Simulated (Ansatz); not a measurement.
## Molecular dynamics of H₄SSiTe

Input file:

```yaml
crystal:
  periodic: [false, false, false]
  atoms:
    - { symbol: S, position_ang: [-2.183991, 0.169575, 0.011718] }
    - { symbol: Si, position_ang: [-0.048383, 0.548732, 0.189703] }
    - { symbol: Te, position_ang: [1.244856, -1.593305, 0.753309] }
    - { symbol: H, position_ang: [-2.062603, -0.750054, -0.989462] }
    - { symbol: H, position_ang: [0.563097, 1.115382, -1.058148] }
    - { symbol: H, position_ang: [0.023979, 1.562026, 1.290179] }
    - { symbol: H, position_ang: [2.524245, -1.120456, -0.242899] }
basis:
  gaussian: { orbitals: def2-SVP }
hamiltonian:
  xc: blyp
md:
  timestep: 0.25
  n_steps: 150
  ensemble: nve
  temperature: 500.0
  initial_velocities: maxwell_boltzmann
  seed: 788553
  masses: [{ species: H, mass: 3.016 }]
```

Launched with:

```bash
$ ansatz run input.yaml --threads 1 --pin off --max-ram 2048MiB --backend cpu --events-out ev --progress --plain --runs-dir out
```

It starts from a relaxed structure.

Output, in part (one step line in 2, the closing report, with atoms numbered from 0):

```
md step     0: t =     0.00 fs  T =   500.0 K  F+E_penalty+E_count = -26064.42697015 eV  E_kin = 0.323150 eV  conserved = -26064.10382015 eV  (24 SCF iters)
md step     2: t =     0.50 fs  T =   498.7 K  F+E_penalty+E_count = -26064.42615141 eV  E_kin = 0.322331 eV  conserved = -26064.10382015 eV  (27 SCF iters)
md step     4: t =     1.00 fs  T =   494.8 K  F+E_penalty+E_count = -26064.42363530 eV  E_kin = 0.319816 eV  conserved = -26064.10381912 eV  (27 SCF iters)
md step     6: t =     1.50 fs  T =   488.4 K  F+E_penalty+E_count = -26064.41949802 eV  E_kin = 0.315681 eV  conserved = -26064.10381698 eV  (27 SCF iters)
md step     8: t =     2.00 fs  T =   479.8 K  F+E_penalty+E_count = -26064.41388360 eV  E_kin = 0.310070 eV  conserved = -26064.10381378 eV  (27 SCF iters)
md step    10: t =     2.50 fs  T =   469.1 K  F+E_penalty+E_count = -26064.40699936 eV  E_kin = 0.303190 eV  conserved = -26064.10380976 eV  (27 SCF iters)
md step    12: t =     3.00 fs  T =   456.9 K  F+E_penalty+E_count = -26064.39910701 eV  E_kin = 0.295301 eV  conserved = -26064.10380564 eV  (22 SCF iters)
md step    14: t =     3.50 fs  T =   443.6 K  F+E_penalty+E_count = -26064.39050718 eV  E_kin = 0.286707 eV  conserved = -26064.10380058 eV  (21 SCF iters)
md step    16: t =     4.00 fs  T =   429.7 K  F+E_penalty+E_count = -26064.38152575 eV  E_kin = 0.277730 eV  conserved = -26064.10379569 eV  (22 SCF iters)
md step    18: t =     4.50 fs  T =   415.8 K  F+E_penalty+E_count = -26064.37249101 eV  E_kin = 0.268700 eV  conserved = -26064.10379082 eV  (22 SCF iters)
md step    20: t =     5.00 fs  T =   402.2 K  F+E_penalty+E_count = -26064.36371494 eV  E_kin = 0.259928 eV  conserved = -26064.10378653 eV  (21 SCF iters)
md step    22: t =     5.50 fs  T =   389.4 K  F+E_penalty+E_count = -26064.35547232 eV  E_kin = 0.251689 eV  conserved = -26064.10378309 eV  (21 SCF iters)
md step    24: t =     6.00 fs  T =   377.8 K  F+E_penalty+E_count = -26064.34798358 eV  E_kin = 0.244203 eV  conserved = -26064.10378081 eV  (21 SCF iters)
md step    26: t =     6.50 fs  T =   367.7 K  F+E_penalty+E_count = -26064.34140099 eV  E_kin = 0.237621 eV  conserved = -26064.10377964 eV  (20 SCF iters)
md step    28: t =     7.00 fs  T =   359.0 K  F+E_penalty+E_count = -26064.33580115 eV  E_kin = 0.232021 eV  conserved = -26064.10377971 eV  (20 SCF iters)
md step    30: t =     7.50 fs  T =   351.9 K  F+E_penalty+E_count = -26064.33118257 eV  E_kin = 0.227402 eV  conserved = -26064.10378093 eV  (22 SCF iters)
md step    32: t =     8.00 fs  T =   346.1 K  F+E_penalty+E_count = -26064.32746987 eV  E_kin = 0.223687 eV  conserved = -26064.10378316 eV  (21 SCF iters)
md step    34: t =     8.50 fs  T =   341.5 K  F+E_penalty+E_count = -26064.32452334 eV  E_kin = 0.220737 eV  conserved = -26064.10378612 eV  (22 SCF iters)
md step    36: t =     9.00 fs  T =   337.9 K  F+E_penalty+E_count = -26064.32215336 eV  E_kin = 0.218364 eV  conserved = -26064.10378972 eV  (22 SCF iters)
md step    38: t =     9.50 fs  T =   334.7 K  F+E_penalty+E_count = -26064.32013680 eV  E_kin = 0.216344 eV  conserved = -26064.10379315 eV  (22 SCF iters)
md step    40: t =    10.00 fs  T =   331.8 K  F+E_penalty+E_count = -26064.31823734 eV  E_kin = 0.214441 eV  conserved = -26064.10379670 eV  (21 SCF iters)
md step    42: t =    10.50 fs  T =   328.7 K  F+E_penalty+E_count = -26064.31622214 eV  E_kin = 0.212422 eV  conserved = -26064.10379998 eV  (21 SCF iters)
md step    44: t =    11.00 fs  T =   325.0 K  F+E_penalty+E_count = -26064.31387943 eV  E_kin = 0.210077 eV  conserved = -26064.10380264 eV  (21 SCF iters)
md step    46: t =    11.50 fs  T =   320.6 K  F+E_penalty+E_count = -26064.31103281 eV  E_kin = 0.207228 eV  conserved = -26064.10380459 eV  (21 SCF iters)
md step    48: t =    12.00 fs  T =   315.2 K  F+E_penalty+E_count = -26064.30755105 eV  E_kin = 0.203746 eV  conserved = -26064.10380513 eV  (21 SCF iters)
md step    50: t =    12.50 fs  T =   308.8 K  F+E_penalty+E_count = -26064.30335734 eV  E_kin = 0.199552 eV  conserved = -26064.10380533 eV  (21 SCF iters)
md step    52: t =    13.00 fs  T =   301.1 K  F+E_penalty+E_count = -26064.29842959 eV  E_kin = 0.194624 eV  conserved = -26064.10380526 eV  (22 SCF iters)
md step    54: t =    13.50 fs  T =   292.4 K  F+E_penalty+E_count = -26064.29279982 eV  E_kin = 0.188996 eV  conserved = -26064.10380380 eV  (21 SCF iters)
md step    56: t =    14.00 fs  T =   282.8 K  F+E_penalty+E_count = -26064.28655352 eV  E_kin = 0.182752 eV  conserved = -26064.10380160 eV  (21 SCF iters)
md step    58: t =    14.50 fs  T =   272.4 K  F+E_penalty+E_count = -26064.27982133 eV  E_kin = 0.176022 eV  conserved = -26064.10379883 eV  (21 SCF iters)
md step    60: t =    15.00 fs  T =   261.5 K  F+E_penalty+E_count = -26064.27277154 eV  E_kin = 0.168976 eV  conserved = -26064.10379565 eV  (21 SCF iters)
md step    62: t =    15.50 fs  T =   250.4 K  F+E_penalty+E_count = -26064.26560077 eV  E_kin = 0.161809 eV  conserved = -26064.10379220 eV  (21 SCF iters)
md step    64: t =    16.00 fs  T =   239.4 K  F+E_penalty+E_count = -26064.25852386 eV  E_kin = 0.154735 eV  conserved = -26064.10378869 eV  (22 SCF iters)
md step    66: t =    16.50 fs  T =   229.0 K  F+E_penalty+E_count = -26064.25176319 eV  E_kin = 0.147978 eV  conserved = -26064.10378512 eV  (21 SCF iters)
md step    68: t =    17.00 fs  T =   219.3 K  F+E_penalty+E_count = -26064.24553858 eV  E_kin = 0.141757 eV  conserved = -26064.10378156 eV  (21 SCF iters)
md step    70: t =    17.50 fs  T =   210.9 K  F+E_penalty+E_count = -26064.24005780 eV  E_kin = 0.136279 eV  conserved = -26064.10377861 eV  (21 SCF iters)
md step    72: t =    18.00 fs  T =   203.8 K  F+E_penalty+E_count = -26064.23550619 eV  E_kin = 0.131730 eV  conserved = -26064.10377615 eV  (21 SCF iters)
md step    74: t =    18.50 fs  T =   198.5 K  F+E_penalty+E_count = -26064.23203960 eV  E_kin = 0.128265 eV  conserved = -26064.10377428 eV  (21 SCF iters)
md step    76: t =    19.00 fs  T =   195.0 K  F+E_penalty+E_count = -26064.22977736 eV  E_kin = 0.126004 eV  conserved = -26064.10377307 eV  (21 SCF iters)
md step    78: t =    19.50 fs  T =   193.4 K  F+E_penalty+E_count = -26064.22879713 eV  E_kin = 0.125025 eV  conserved = -26064.10377255 eV  (21 SCF iters)
md step    80: t =    20.00 fs  T =   194.0 K  F+E_penalty+E_count = -26064.22913149 eV  E_kin = 0.125359 eV  conserved = -26064.10377277 eV  (21 SCF iters)
md step    82: t =    20.50 fs  T =   196.5 K  F+E_penalty+E_count = -26064.23076632 eV  E_kin = 0.126993 eV  conserved = -26064.10377372 eV  (21 SCF iters)
md step    84: t =    21.00 fs  T =   200.9 K  F+E_penalty+E_count = -26064.23364141 eV  E_kin = 0.129866 eV  conserved = -26064.10377563 eV  (21 SCF iters)
md step    86: t =    21.50 fs  T =   207.1 K  F+E_penalty+E_count = -26064.23765177 eV  E_kin = 0.133874 eV  conserved = -26064.10377792 eV  (21 SCF iters)
md step    88: t =    22.00 fs  T =   214.9 K  F+E_penalty+E_count = -26064.24265316 eV  E_kin = 0.138872 eV  conserved = -26064.10378074 eV  (21 SCF iters)
md step    90: t =    22.50 fs  T =   223.9 K  F+E_penalty+E_count = -26064.24846711 eV  E_kin = 0.144683 eV  conserved = -26064.10378395 eV  (21 SCF iters)
md step    92: t =    23.00 fs  T =   233.8 K  F+E_penalty+E_count = -26064.25488847 eV  E_kin = 0.151101 eV  conserved = -26064.10378748 eV  (25 SCF iters)
md step    94: t =    23.50 fs  T =   244.3 K  F+E_penalty+E_count = -26064.26169381 eV  E_kin = 0.157903 eV  conserved = -26064.10379115 eV  (22 SCF iters)
md step    96: t =    24.00 fs  T =   255.1 K  F+E_penalty+E_count = -26064.26865095 eV  E_kin = 0.164856 eV  conserved = -26064.10379488 eV  (21 SCF iters)
md step    98: t =    24.50 fs  T =   265.7 K  F+E_penalty+E_count = -26064.27552849 eV  E_kin = 0.171730 eV  conserved = -26064.10379838 eV  (21 SCF iters)
md step   100: t =    25.00 fs  T =   275.9 K  F+E_penalty+E_count = -26064.28210546 eV  E_kin = 0.178304 eV  conserved = -26064.10380101 eV  (21 SCF iters)
md step   102: t =    25.50 fs  T =   285.3 K  F+E_penalty+E_count = -26064.28818256 eV  E_kin = 0.184379 eV  conserved = -26064.10380374 eV  (22 SCF iters)
md step   104: t =    26.00 fs  T =   293.6 K  F+E_penalty+E_count = -26064.29358754 eV  E_kin = 0.189782 eV  conserved = -26064.10380593 eV  (21 SCF iters)
md step   106: t =    26.50 fs  T =   300.8 K  F+E_penalty+E_count = -26064.29818440 eV  E_kin = 0.194377 eV  conserved = -26064.10380765 eV  (21 SCF iters)
md step   108: t =    27.00 fs  T =   306.5 K  F+E_penalty+E_count = -26064.30187758 eV  E_kin = 0.198069 eV  conserved = -26064.10380851 eV  (21 SCF iters)
md step   110: t =    27.50 fs  T =   310.7 K  F+E_penalty+E_count = -26064.30461611 eV  E_kin = 0.200807 eV  conserved = -26064.10380868 eV  (21 SCF iters)
md step   112: t =    28.00 fs  T =   313.5 K  F+E_penalty+E_count = -26064.30639369 eV  E_kin = 0.202586 eV  conserved = -26064.10380814 eV  (21 SCF iters)
md step   114: t =    28.50 fs  T =   314.8 K  F+E_penalty+E_count = -26064.30724789 eV  E_kin = 0.203440 eV  conserved = -26064.10380754 eV  (21 SCF iters)
md step   116: t =    29.00 fs  T =   314.8 K  F+E_penalty+E_count = -26064.30725383 eV  E_kin = 0.203448 eV  conserved = -26064.10380591 eV  (25 SCF iters)
md step   118: t =    29.50 fs  T =   313.7 K  F+E_penalty+E_count = -26064.30652124 eV  E_kin = 0.202717 eV  conserved = -26064.10380384 eV  (21 SCF iters)
md step   120: t =    30.00 fs  T =   311.6 K  F+E_penalty+E_count = -26064.30518428 eV  E_kin = 0.201383 eV  conserved = -26064.10380143 eV  (21 SCF iters)
md step   122: t =    30.50 fs  T =   308.8 K  F+E_penalty+E_count = -26064.30339315 eV  E_kin = 0.199594 eV  conserved = -26064.10379902 eV  (21 SCF iters)
md step   124: t =    31.00 fs  T =   305.6 K  F+E_penalty+E_count = -26064.30130359 eV  E_kin = 0.197507 eV  conserved = -26064.10379667 eV  (22 SCF iters)
md step   126: t =    31.50 fs  T =   302.1 K  F+E_penalty+E_count = -26064.29906752 eV  E_kin = 0.195273 eV  conserved = -26064.10379463 eV  (21 SCF iters)
md step   128: t =    32.00 fs  T =   298.7 K  F+E_penalty+E_count = -26064.29682330 eV  E_kin = 0.193030 eV  conserved = -26064.10379291 eV  (21 SCF iters)
md step   130: t =    32.50 fs  T =   295.4 K  F+E_penalty+E_count = -26064.29468819 eV  E_kin = 0.190896 eV  conserved = -26064.10379181 eV  (21 SCF iters)
md step   132: t =    33.00 fs  T =   292.4 K  F+E_penalty+E_count = -26064.29275096 eV  E_kin = 0.188960 eV  conserved = -26064.10379103 eV  (21 SCF iters)
md step   134: t =    33.50 fs  T =   289.8 K  F+E_penalty+E_count = -26064.29106844 eV  E_kin = 0.187278 eV  conserved = -26064.10379069 eV  (21 SCF iters)
md step   136: t =    34.00 fs  T =   287.6 K  F+E_penalty+E_count = -26064.28966274 eV  E_kin = 0.185872 eV  conserved = -26064.10379091 eV  (22 SCF iters)
md step   138: t =    34.50 fs  T =   285.8 K  F+E_penalty+E_count = -26064.28852081 eV  E_kin = 0.184729 eV  conserved = -26064.10379157 eV  (21 SCF iters)
md step   140: t =    35.00 fs  T =   284.4 K  F+E_penalty+E_count = -26064.28759698 eV  E_kin = 0.183804 eV  conserved = -26064.10379276 eV  (25 SCF iters)
md step   142: t =    35.50 fs  T =   283.2 K  F+E_penalty+E_count = -26064.28681661 eV  E_kin = 0.183022 eV  conserved = -26064.10379434 eV  (21 SCF iters)
md step   144: t =    36.00 fs  T =   282.0 K  F+E_penalty+E_count = -26064.28608208 eV  E_kin = 0.182286 eV  conserved = -26064.10379612 eV  (21 SCF iters)
md step   146: t =    36.50 fs  T =   280.8 K  F+E_penalty+E_count = -26064.28528029 eV  E_kin = 0.181482 eV  conserved = -26064.10379799 eV  (21 SCF iters)
md step   148: t =    37.00 fs  T =   279.3 K  F+E_penalty+E_count = -26064.28429088 eV  E_kin = 0.180491 eV  conserved = -26064.10379986 eV  (22 SCF iters)
md step   150: t =    37.50 fs  T =   277.3 K  F+E_penalty+E_count = -26064.28299488 eV  E_kin = 0.179193 eV  conserved = -26064.10380154 eV  (25 SCF iters)
Total energy: -26064.28331731 eV, -957.8447449053 hartree
Atom 0 at    -2.223596     0.160176     0.054136 Å, force     0.017897     0.034758     0.017519 eV/Å
Atom 1 at    -0.063368     0.520539     0.106871 Å, force     0.008294     0.529329     0.304484 eV/Å
Atom 2 at     1.263842    -1.602511     0.761285 Å, force    -0.796929    -0.249863     0.155129 eV/Å
Atom 3 at    -2.384085    -0.094973    -1.276160 Å, force     0.186457    -0.102418    -0.019742 eV/Å
Atom 4 at     0.446253     1.276479    -1.092135 Å, force    -0.004522    -0.330741    -0.125910 eV/Å
Atom 5 at     0.032796     1.527140     1.228254 Å, force     0.007709    -0.228514    -0.004816 eV/Å
Atom 6 at     2.711056    -1.149810     0.122695 Å, force     0.581094     0.347448    -0.326665 eV/Å
Dipole moment:     0.080304     0.046559    -0.248529 e Å
```

The run went to its last step. The conserved energy stayed within 0.0067 meV per atom of its start (net change 0.0026 meV per atom), so the integration is sound. A run of 0.037 ps of so small a system gives no equilibrium averages.

The same pairs are bonded in the first frame and the last. Pairs count as bonded within 1.25 times the sum of covalent radii (0.12 Å more for H–H).

Last frame:

```xyz
7
Properties=species:S:1:pos:R:3
S -2.224 0.160 0.054
Si -0.063 0.520 0.107
Te 1.264 -1.603 0.761
H -2.384 -0.095 -1.276
H 0.446 1.276 -1.092
H 0.033 1.527 1.228
H 2.711 -1.150 0.123
```

Run time: 5 min on 1 thread of Arm Neoverse V2, on a shared host, peak memory 0.14 GiB.
